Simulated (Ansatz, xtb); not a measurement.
FH3N2Si+: where a starting geometry ends

The starting geometry of this gas-phase doublet was built from a drawn formula by distance geometry and a force field; its bonds are those of `F[Si]1N[NH2+]1`.

```xyz
7

F    -1.1782   -1.5222    1.8501
N    -0.4802    1.0473    1.5744
N     0.6717    0.2761    1.8906
Si   -0.7486   -0.2568    2.6741
H    -0.8854    0.7044    0.6744
H     1.3278    0.7590    2.5170
H     1.0042   -0.4223    1.2586
```

Question: Where would you expect an optimisation with r2SCAN-D4/def2-SVP to take it?

Answer: It keeps its bonds, and is `F[Si]1N[NH2+]1`. Distances that change by over a tenth: N3–Si4 (1.71 → 1.92 Å).

The energy falls by 1.02 eV over 13 steps:

```json
{"step": "1", "E − E(last) (eV)": "1.020"}
{"step": "2", "E − E(last) (eV)": "0.501"}
{"step": "4", "E − E(last) (eV)": "0.181"}
{"step": "5", "E − E(last) (eV)": "0.094"}
{"step": "6", "E − E(last) (eV)": "0.054"}
{"step": "8", "E − E(last) (eV)": "0.011"}
{"step": "9", "E − E(last) (eV)": "0.004"}
{"step": "10", "E − E(last) (eV)": "0.001"}
{"step": "12", "E − E(last) (eV)": "0.000"}
{"step": "13", "E − E(last) (eV)": "0.000"}
```

Final geometry (Å):

```xyz
7

F    -1.3395   -1.8852    2.3035
N    -0.5687    0.6555    1.3412
N     0.6973    0.1878    1.8779
Si   -0.9836   -0.3643    2.6133
H    -0.6261    1.4721    0.7337
H     1.2796    0.8875    2.3588
H     1.2522   -0.3678    1.2108
```

From the same start GFN2-xTB ends elsewhere, differing in N3–Si4 (2.79 against 1.92 Å here).

The end wasn't checked by frequencies. Open shells are spin-unrestricted. Run with Ansatz 0.2.0, 45 s on 1 thread of Intel(R) Xeon(R) 6975P-C (Granite Rapids), with other jobs on the host.
